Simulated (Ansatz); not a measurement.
Reaction R1 → P1, each structure at its B3LYP-D3(BJ)/def2-TZVP stationary point, reached from a drawn start; harmonic modes at that level show minima.
P1, C6H4O2 (SMILES O=C1C=CC=CC1=O) (charge 0, multiplicity 1, Z-matrix in Å and degrees):
```
C
C 1 1.3420
H 2 1.0822 1 122.52
H 1 1.0833 2 120.04 3 0.00
C 1 1.4586 4 117.55 2 -180.00
C 5 1.3420 1 122.40 4 180.00
H 6 1.0822 5 122.52 1 180.00
H 5 1.0833 6 120.04 7 0.00
C 2 1.4695 3 116.89 1 -180.00
O 9 1.2089 2 122.97 3 0.00
C 6 1.4695 7 116.89 5 -180.00
O 11 1.2089 6 122.97 7 0.00
```
R1, C6H4O2 (SMILES O=C1C=CC(=O)C=C1) (charge 0, multiplicity 1):
```json
[
 {"atom": "O", "x (Å)": "2.6039", "y (Å)": "0.5186", "z (Å)": "-0.0377"},
 {"atom": "C", "x (Å)": "1.4099", "y (Å)": "0.2808", "z (Å)": "-0.0204"},
 {"atom": "C", "x (Å)": "0.4086", "y (Å)": "1.3702", "z (Å)": "0.0413"},
 {"atom": "C", "x (Å)": "-0.9010", "y (Å)": "1.1094", "z (Å)": "0.0603"},
 {"atom": "C", "x (Å)": "-1.4099", "y (Å)": "-0.2808", "z (Å)": "0.0204"},
 {"atom": "O", "x (Å)": "-2.6039", "y (Å)": "-0.5186", "z (Å)": "0.0377"},
 {"atom": "C", "x (Å)": "-0.4086", "y (Å)": "-1.3702", "z (Å)": "-0.0413"},
 {"atom": "C", "x (Å)": "0.9010", "y (Å)": "-1.1094", "z (Å)": "-0.0603"},
 {"atom": "H", "x (Å)": "0.8059", "y (Å)": "2.3770", "z (Å)": "0.0695"},
 {"atom": "H", "x (Å)": "-1.6527", "y (Å)": "1.8873", "z (Å)": "0.1051"},
 {"atom": "H", "x (Å)": "-0.8059", "y (Å)": "-2.3770", "z (Å)": "-0.0695"},
 {"atom": "H", "x (Å)": "1.6527", "y (Å)": "-1.8873", "z (Å)": "-0.1051"}
]
```

P less R. No zero-point or thermal terms.

Cores are frozen in the correlated methods.

The values were computed with Ansatz (Gaussian orbitals). Each number belongs to the level named beside it.

Total energies in hartree:

| structure | PBE/def2-TZVPP | PBE0/def2-TZVPP | CCSD(T)/cc-pVTZ |
|---|---|---|---|
| P1 | -381.147716 | -381.153130 | -380.815689 |
| R1 | -381.159298 | -381.165652 | -380.827981 |

Q: Work out the reaction energy at each level in meV (1 hartree = 27211.38625 meV), and say how far PBE/def2-TZVPP lies from CCSD(T)/cc-pVTZ.

A: 
- PBE/def2-TZVPP: (-381.147716) − (-381.159298) = 0.011582 hartree = 315.2 meV
- PBE0/def2-TZVPP: (-381.153130) − (-381.165652) = 0.012522 hartree = 340.7 meV
- CCSD(T)/cc-pVTZ: (-380.815689) − (-380.827981) = 0.012292 hartree = 334.5 meV
PBE/def2-TZVPP less CCSD(T)/cc-pVTZ: -19.3 meV. CCSD(T)/cc-pVTZ is the level counted from, the highest shown, and no exact or measured value.

Ansatz is an electronic-structure program.
